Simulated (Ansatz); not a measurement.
Reaction (atomization): `O[SiH2][SiH](S)Cl` → Cl• + 5 H• + O• + S• + 2 Si•

Calculated with Ansatz (gas phase, PBE0-D4/def2-TZVP geometries, no zero-point term in ΔE). CCSD(T)/CBS is the MP2 limit (def2-TZVPP, def2-QZVPP) plus CCSD(T) − MP2 in def2-TZVPP, frozen cores. This one scheme is used for every species, atoms too. DFT in def2-TZVPP. B3LYP here is the variant with VWN-RPA as its local correlation; programs differ in this. No spin–orbit coupling; open shells (•) take unrestricted orbitals. Spin–orbit coupling would lower the free atoms: a little for Cl, O, S, Si. One conformer a species, not always the lowest.

```json
{"level": "r2SCAN-D4", "ΔE (kJ/mol)": "3237.7", "difference from CCSD(T)/CBS": "-0.9"}
{"level": "ωB97X-V", "ΔE (kJ/mol)": "3253.1", "difference from CCSD(T)/CBS": "14.5"}
{"level": "B2PLYP", "ΔE (kJ/mol)": "3161.8", "difference from CCSD(T)/CBS": "-76.8"}
{"level": "PBE", "ΔE (kJ/mol)": "3208.4", "difference from CCSD(T)/CBS": "-30.2"}
{"level": "PBE0", "ΔE (kJ/mol)": "3171.6", "difference from CCSD(T)/CBS": "-67.0"}
{"level": "B3LYP", "ΔE (kJ/mol)": "3151.6", "difference from CCSD(T)/CBS": "-87.0"}
{"level": "MP2/def2-TZVPP", "ΔE (kJ/mol)": "3176.2", "difference from CCSD(T)/CBS": "-62.4"}
{"level": "CCSD(T)/def2-TZVPP", "ΔE (kJ/mol)": "3127.4", "difference from CCSD(T)/CBS": "-111.2"}
{"level": "MP2/def2-QZVPP", "ΔE (kJ/mol)": "3242.3", "difference from CCSD(T)/CBS": "3.7"}
{"level": "SCS-MP2/def2-QZVPP", "ΔE (kJ/mol)": "3238.1", "difference from CCSD(T)/CBS": "-0.5"}
{"level": "CCSD(T)/CBS", "ΔE (kJ/mol)": "3238.6", "difference from CCSD(T)/CBS": "0"}
```

Largest T1 diagnostic among the species: 0.012.

In def2-TZVPP, CCSD(T) changes the Hartree–Fock value by +792.0 kJ/mol (the triples alone add +50.0 kJ/mol) and MP2 by +840.8 kJ/mol; breaking electron pairs costs correlation energy, which Hartree–Fock lacks. From PBE to PBE0 (25 % exact exchange), in def2-TZVPP and without D4, ΔE moves by −36.8 kJ/mol: exact exchange takes away binding that semilocal exchange gives to molecules. The D4 term adds +49.9 kJ/mol with B3LYP and +26.5 kJ/mol with PBE0; it sums over pairs of atoms, weighted by their polarisabilities, and B3LYP, whose exchange is more repulsive, gets the larger term.

For atomizations the MP2-based limit and the directly extrapolated one differ by several kJ/mol either way, and by 10 to 25 for some Ge, Se and Sn compounds, so smaller differences from it don't rank the levels.
